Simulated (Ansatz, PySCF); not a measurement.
Gas-phase reaction (SMILES): C1=C[Se]CC[Se]1 [2,3-dihydro-1,4-diselenine] + 7 [H][H] (H2) → 4 C (CH4) + 2 [SeH2] (H2Se); energy of full hydrogenation.

Structures are relaxed separately at B3LYP-D3(BJ)/def2-TZVP in Ansatz (a quantum-chemistry and plane-wave program), one conformer each, not searched for the lowest. Cores are frozen in the correlated levels unless marked. No spin-orbit coupling. The frozen core is the preceding noble-gas configuration, with the filled d and f shells of earlier blocks. Non-relativistic. Basis-set limits of correlation are two-point, X^-3; Hartree-Fock from the larger set. Thermal terms are rigid-rotor harmonic-oscillator values from B3LYP-D3(BJ) frequencies (PySCF) at 298.15 K and 1 atm. 1 Eh = 627.5095 kcal/mol.

```csv
species,"E, CCSD(T)/CBS(cc-pVTZ,cc-pVQZ) (Ansatz) (Eh)","E, PBE/def2-TZVPD (Ansatz) (Eh)",H - E (Eh)
C1=C[Se]CC[Se]1,-4955.94913,-4958.24794,0.09662
[H][H] (H2),-1.17450,-1.16589,0.01336
C (CH4),-40.45816,-40.46301,0.04840
[SeH2] (H2Se),-2401.27457,-2402.38404,0.01725
```

Question: Work out ΔE and ΔH at 298.15 K at the first level, then ΔH at the second.

Answer: 
1. ΔE = [4×(-40.45816) + 2×(-2401.27457)] - [(-4955.94913) + 7×(-1.17450)] = -0.21115 Eh = -132.5 kcal/mol at CCSD(T)/CBS(cc-pVTZ,cc-pVQZ).
2. The terms H - E add up to 0.03796 Eh, so ΔH = (-0.21115 + (0.03796))×627.5095 = -108.7 kcal/mol.
3. At PBE/def2-TZVPD the same steps give ΔE = -132.4 and ΔH = -108.6 kcal/mol, a shift of +0.1 from the first level.
4. These values are not checked against measurement here, since the tables used lack a sound gas-phase enthalpy of formation for at least one species.
